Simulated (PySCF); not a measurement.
**SMILES C/C=C(F)\C=C/SC, C6H9FS**

Molfile (atoms numbered from 1):
```
C6H9FS
     RDKit          3D

 17 16  0  0  0  0  0  0  0  0999 V2000
   -3.3562    0.5099    0.2327 C   0  0  0  0  0  0  0  0  0  0  0  0
   -2.3729   -0.3580   -0.4778 C   0  0  0  0  0  0  0  0  0  0  0  0
   -1.0392   -0.3829   -0.3086 C   0  0  0  0  0  0  0  0  0  0  0  0
   -0.3292   -1.2445   -1.0584 F   0  0  0  0  0  0  0  0  0  0  0  0
   -0.2306    0.4090    0.5916 C   0  0  0  0  0  0  0  0  0  0  0  0
    1.1104    0.3461    0.7501 C   0  0  0  0  0  0  0  0  0  0  0  0
    2.2454   -0.6935   -0.0701 S   0  0  0  0  0  0  0  0  0  0  0  0
    3.7770   -0.1492    0.7201 C   0  0  0  0  0  0  0  0  0  0  0  0
   -4.0995   -0.0996    0.7805 H   0  0  0  0  0  0  0  0  0  0  0  0
   -3.9264    1.1306   -0.4839 H   0  0  0  0  0  0  0  0  0  0  0  0
   -2.8856    1.1906    0.9597 H   0  0  0  0  0  0  0  0  0  0  0  0
   -2.7654   -1.0593   -1.2235 H   0  0  0  0  0  0  0  0  0  0  0  0
   -0.7664    1.1334    1.2102 H   0  0  0  0  0  0  0  0  0  0  0  0
    1.5691    1.0219    1.4815 H   0  0  0  0  0  0  0  0  0  0  0  0
    3.9858    0.9132    0.5115 H   0  0  0  0  0  0  0  0  0  0  0  0
    4.5836   -0.7586    0.2821 H   0  0  0  0  0  0  0  0  0  0  0  0
    3.7559   -0.3245    1.8086 H   0  0  0  0  0  0  0  0  0  0  0  0
  1  2  1  0
  2  3  2  0
  3  4  1  0
  3  5  1  0
  5  6  2  0
  6  7  1  0
  7  8  1  0
  1  9  1  0
  1 10  1  0
  1 11  1  0
  2 12  1  0
  5 13  1  0
  6 14  1  0
  8 15  1  0
  8 16  1  0
  8 17  1  0
M  END
```

Level of theory: UKS PBE0/def2-SV(P) four-point reorganisation energy, gas phase (PySCF). Geometry: PBE0/def2-SV(P).

What is the inner reorganisation energy for hole transfer, with the ionisation energy?

λ = 0.161 (surface of the oxidised species) + 0.177 (surface of the starting species) = 0.338 eV. The ionisation energy is 7.42 eV vertical and 7.26 eV adiabatic without zero-point energy; at the relaxed geometry of the oxidised species the two energies differ by 7.09 eV. Largest bond changes: C6–S7 1.744 → 1.686 Å, C3–C5 1.446 → 1.406 Å, C5–C6 1.352 → 1.391 Å, C2–C3 1.345 → 1.384 Å, C3–F4 1.345 → 1.324 Å. ⟨S²⟩ of the relaxed oxidised species 0.776.
